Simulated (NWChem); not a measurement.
## Basis-set convergence for F$_{2}$Pb

```xyz
3

Pb     0.0000     0.0000     0.2472
F      1.5391     0.0000    -1.1261
F     -1.5391     0.0000    -1.1261
```
Charge 0, spin multiplicity 1.

Program: NWChem. All single points use one geometry, from B3LYP/def2-SVP with def2 effective core potentials on Pb, a minimum by its harmonic frequencies.

Quantity: dipole moment at the level PBE.

Effective core potentials replace the inner electrons of Pb; spin-orbit coupling is left out. The structure started from a generated list of species.

Costs are rough ratios of processor time within this set of runs, SCF included, with def2-SVP as 1.

```csv
basis,functions,dipole moment (D),relative cost
def2-SVP,54,4.25,1
def2-SVPD,78,___,under 3
def2-TZVPP,112,4.73,under 3
def2-TZVP,112,4.73,under 3
def2-TZVPD,136,___,3
def2-QZVP,196,___,10
```

Question: What belongs in the gaps?

Answer: 
- def2-SVPD, dipole moment (D): 4.93
- def2-TZVPD, dipole moment (D): 4.83
- def2-QZVP, dipole moment (D): 4.78
